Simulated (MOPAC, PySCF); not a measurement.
H9AlSi3, SMILES `[SiH3][Al]([SiH3])[SiH3]`, neutral singlet in the gas phase. 

Z-matrix (Å, degrees):
```
Al
Si 1 2.4625
H 2 1.4859 1 113.44
H 2 1.4870 3 107.80 1 -124.71
H 2 1.4899 3 107.25 4 -114.91
Si 1 2.4628 2 119.82 3 -161.77
H 6 1.4864 1 113.41 2 -19.20
H 6 1.4869 7 107.73 1 124.72
H 6 1.4897 7 107.21 8 114.92
Si 1 2.4629 2 121.12 3 16.57
H 10 1.4867 1 113.31 2 19.81
H 10 1.4870 11 107.74 1 -124.85
H 10 1.4897 11 107.20 12 -114.94
```
Charge 0, multiplicity 1.

All levels are single points at this geometry (B3LYP-D3(BJ)/def2-TZVP); Pople sets use spherical d functions. Orbital energies aren't observables, and empty levels follow the basis.

```csv
level,HOMO (eV),LUMO (eV),gap (eV),dipole (D),"vertical IE, Delta-SCF (eV)"
B3LYP-D3(BJ)/def2-TZVP in PySCF,-7.12,-2.78,4.34,0.11,8.95
B3LYP/3-21G in PySCF,-7.22,-2.67,4.55,0.05,–
B3LYP/LANL2DZ in PySCF,-7.29,-2.62,4.68,0.05,–
BP86/6-31G* in PySCF,-6.32,-3.26,3.06,0.06,–
PBE/6-31G* in PySCF,-6.22,-3.20,3.03,0.05,–
SVWN5/6-31G* in PySCF,-6.26,-3.34,2.92,0.04,–
HF/3-21G in PySCF,-9.70,0.06,9.76,0.09,–
AM1 in MOPAC,-9.67,-2.21,7.46,0.01,–
PM3 in MOPAC,-8.96,-3.36,5.60,0.10,–
```
